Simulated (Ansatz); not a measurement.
`[F][Ga]([Br])[Br]` + H₂O → `[OH][Ga]([Br])[Br]` + H–F at 400 K and 1 bar (formal hydrolysis of a Ga–F bond).

Isolated molecules relaxed with PBE0-D4/def2-TZVP in Ansatz; ΔE leaves out vibrations. CCSD(T)/CBS is the MP2 limit (def2-TZVPP, def2-QZVPP) plus CCSD(T) − MP2 in def2-TZVPP, frozen cores. This one scheme is used for every species. For Br, Ga outer-core shells are correlated without core-valence functions, which leaves a few kJ/mol of doubt a bond. Scalar relativity is left out up to krypton. One conformer a species, not always the lowest.

```
             species  CCSD(T)/CBS energy (Eh)  H − E (kJ/mol)  S (J/(mol·K))
 `[F][Ga]([Br])[Br]`              -7170.52286            35.8          369.4
                 H₂O                -76.37941            69.8          198.6
`[OH][Ga]([Br])[Br]`              -7146.50037            68.5          383.5
                 H–F               -100.39570            36.5          182.2
```

H − E and S are ideal-gas, rigid-rotor, harmonic terms from PBE0-D4/def2-TZVP, for one conformer and one mirror image of each species. 1 Eh = 2625.50 kJ/mol, R = 8.31446 J/(mol·K).

Problem. By hand: ΔE, ΔH, ΔS and ΔG.

Solution. ΔE = (-7146.50037) + (-100.39570) − (-7170.52286) − (-76.37941) = 0.00620 Eh = 16.3 kJ/mol. Δ(H − E) = 68.5 + 36.5 − 35.8 − 69.8 = -0.6, so ΔH = 15.7 kJ/mol. ΔS = 383.5 + 182.2 − 369.4 − 198.6 = -2.3 J/(mol·K). ΔG = 15.7 − 400 × (-2.3)/1000 = 16.6 kJ/mol.

Problem. By hand: the equilibrium constant, and the temperature at which ΔG would vanish if ΔH and ΔS stayed fixed.

Solution. log₁₀ K = −ΔG/(RT ln 10) = -2.2. ΔH and −TΔS have one sign here, so there is no such temperature.

The number of gas molecules stays the same, so ΔS is small and ΔH decides. A doubt of 5 kJ/mol in ΔE shifts log₁₀ K by 0.7 here. Other conformers and mirror images would add mixing entropy, several J/(mol·K) or more a flexible species. These are equilibria of isolated gas molecules and say nothing of rates. Largest T1 diagnostic: 0.010 (customary marks: 0.02 for closed shells, 0.045 for open ones).

ΔS is within the doubt of such terms, so its sign, and with it that verdict, could turn.
